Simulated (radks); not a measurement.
Task: Coherent X-ray form factor from a spherical all-electron density. All-electron calculation, non-relativistic Kohn-Sham, PBE, spin-polarised, spherical densities, point nucleus. Program: a radial shooting solver on a logarithmic mesh with Libxc functionals.

sin(theta)/lambda (1/angstrom),f0 (electrons)
0.05,7.790
0.1,7.222
0.15,6.441
0.2,5.597
0.25,4.793
0.3,4.087
0.4,3.020
0.5,2.354
0.6,1.958
0.8,1.571
1,1.375
1.25,1.179
1.5,0.992
2,0.669

The species is in the configuration that NIST lists as its ground one. Which atom or ion scatters so?

Result: Neutral oxygen, [He] 2s2 2p4. Extrapolating in s^2 from the first two rows gives f0(0) = 8.0, near the electron count 8; among species with that count, the fall with angle is slower the higher Z, and the table is that of Z = 8; from so few rows the species is fixed only to a neighbour or two.
